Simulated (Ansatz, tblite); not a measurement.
Cost and result up the ladder for Be2Te2⁻ (4 atoms). Total charge -1; doublet. Geometry: PBE0-D4/def2-TZVPD.

```csv
atom,x (Å),y (Å),z (Å)
Be1,-0.982,0.305,-0.440
Be2,0.983,-0.305,0.441
Te3,-0.858,-0.186,1.785
Te4,0.858,0.186,-1.785
```

Ansatz on 2 threads of Intel Xeon Platinum 8259CL on a shared host; xTB runs through tblite on one thread. Times are rough, summed over both states, and most runs start from the orbitals of an earlier one. PBE-QIDH/def2-TZVPD serves as the yardstick here, not as an exact answer. Differences are given only for rows in sets of like size (and for xTB, whose basis is part of the method), since another set adds its own error. The other state is a quartet at its own geometry, which has other bonds, so the gap mixes isomer and spin.

In the def2 sets Te takes a core potential; there is no spin–orbit coupling. The xTB rows come from tblite. HSE06 is defined as in plane-wave codes, on full-range PBE exchange. Correlated methods freeze 8 core orbitals; core or outer-core shells of Te are correlated, in sets that lack core-valence functions. The rows differ in basis, and correlated rows in double-zeta sets carry the largest basis error. The structure comes from a short search, and lower isomers may exist.

Correlated methods converge slowly with the basis, most of all in double-zeta sets.

xTB has no spin-polarisation term.

```csv
level,functions,wall time,quartet − doublet (eV),difference from PBE-QIDH/def2-TZVPD (eV),remarks
GFN1-xTB,26,0.008 s,1.88,-0.48,–
GFN2-xTB,26,0.023 s,2.17,-0.19,–
revPBE-D4/def2-TZVPD,162,13 s,2.21,-0.15,"HOMO above zero (doublet), HOMO above zero (quartet)"
PBE-D4/def2-TZVPD,162,14 s,2.27,-0.08,"HOMO above zero (doublet), HOMO above zero (quartet)"
MP2/def2-TZVPD,162,19 s,2.39,0.03,spin-contaminated (⟨S²⟩ 0.85) (doublet)
PBE0-D4/def2-TZVPD,162,20 s,2.29,-0.07,–
HSE06-D4/def2-TZVPD,162,20 s,2.29,-0.07,"HOMO above zero (doublet), HOMO above zero (quartet)"
RPA@PBE/def2-TZVPD,162,26 s,2.19,-0.17,–
r2SCAN-D4/def2-TZVPD (with forces),162,27 s,2.26,-0.10,"HOMO above zero (doublet), HOMO above zero (quartet)"
CAM-B3LYP-D4/def2-TZVPD,162,27 s,2.37,0.01,–
PBE-QIDH/def2-TZVPD,162,29 s,2.36,0.00,–
r2SCAN0-D4/def2-TZVPD,162,29 s,2.26,-0.10,–
CCSD(T)/def2-SVPD,94,84 s,2.22,–,spin-contaminated (⟨S²⟩ 0.85) (doublet)
```
